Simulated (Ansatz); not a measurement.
Two members of one family (Series GeX4), computed with Ansatz in the gas phase. Binding counts from free atoms in the multiplicity of their measured ground term, without zero-point energy. The structures are stationary points that may keep the symmetry of their start.

First: Ge(SiH3)4 (singlet, charge 0, r2SCAN-D4/def2-SVP geometry).

```
atom   x (Å)   y (Å)   z (Å)
 Ge1  -0.006   0.006   0.003
 Si2   1.129   2.101   0.007
  H3   0.442   3.062   0.924
  H4   1.149   2.682  -1.370
  H5   2.537   1.917   0.471
 Si6  -0.243  -0.783   2.237
  H7   1.094  -0.891   2.894
  H8  -0.888  -2.132   2.234
  H9  -1.094   0.154   3.032
Si10   1.271  -1.564  -1.257
 H11   1.391  -1.110  -2.675
 H12   0.611  -2.905  -1.236
 H13   2.641  -1.693  -0.675
Si14  -2.160   0.250  -0.987
 H15  -2.907   1.368  -0.334
 H16  -2.945  -1.011  -0.826
 H17  -2.023   0.549  -2.444
```

| level | HOMO (eV) | LUMO (eV) | gap (eV) | binding per atom (eV) |
| --- | --- | --- | --- | --- |
| PBE-D4/def2-SVP | -6.86 | -0.83 | 6.02 | 2.91 |
| PBE-D4/def2-TZVP | -6.87 | -1.12 | 5.75 | 2.91 |
| r2SCAN-D4/def2-TZVP | -7.12 | -0.77 | 6.35 | 2.96 |
| PBE0-D4/def2-SVP | -7.93 | 0.01 | 7.95 | 2.91 |
| PBE0-D4/def2-TZVP | -7.89 | -0.29 | 7.60 | 2.92 |

Second: Ge(eta1-allyl)4 (singlet, charge 0, r2SCAN-D4/def2-SVP geometry).

```csv
atom,x (Å),y (Å),z (Å)
Ge1,0.2441,0.0791,0.1507
C2,-0.7791,-1.5830,0.4826
C3,-2.1304,-1.5785,-0.1455
C4,-2.5140,-2.3317,-1.1863
H5,-0.8542,-1.6709,1.5813
H6,-0.1718,-2.4281,0.1177
H7,-2.8592,-0.8735,0.2819
H8,-1.8328,-3.0559,-1.6492
H9,-3.5195,-2.2502,-1.6093
C10,0.6960,0.2788,-1.7666
C11,-0.4925,0.6060,-2.6032
C12,-0.8033,1.8229,-3.0719
H13,1.1705,-0.6691,-2.0759
H14,1.4622,1.0710,-1.8264
H15,-1.1793,-0.2261,-2.8052
H16,-0.1578,2.6909,-2.8898
H17,-1.7110,1.9929,-3.6587
C18,1.9304,0.0013,1.1852
C19,2.6879,-1.2465,0.8905
C20,3.7477,-1.3470,0.0743
H21,1.6531,0.0730,2.2512
H22,2.5141,0.8996,0.9231
H23,2.3066,-2.1636,1.3636
H24,4.1711,-0.4662,-0.4228
H25,4.2307,-2.3100,-0.1183
C26,-0.8022,1.6469,0.7497
C27,-1.2913,1.4662,2.1443
C28,-0.7468,2.0033,3.2466
H29,-1.6312,1.7711,0.0324
H30,-0.1454,2.5290,0.6587
H31,-2.1580,0.7977,2.2657
H32,0.1164,2.6756,3.1879
H33,-1.1510,1.7952,4.2417
```

Estimate how these quantities change from the first to the second (second minus first).


```csv
level,Δ HOMO (eV),Δ LUMO (eV),Δ gap (eV),Δ binding per atom (eV)
PBE-D4/def2-SVP,1.34,-0.10,-1.44,1.53
PBE-D4/def2-TZVP,1.26,-0.01,-1.26,1.48
r2SCAN-D4/def2-TZVP,1.34,-0.15,-1.48,1.35
PBE0-D4/def2-SVP,1.34,0.04,-1.30,1.47
PBE0-D4/def2-TZVP,1.26,0.15,-1.11,1.41
```
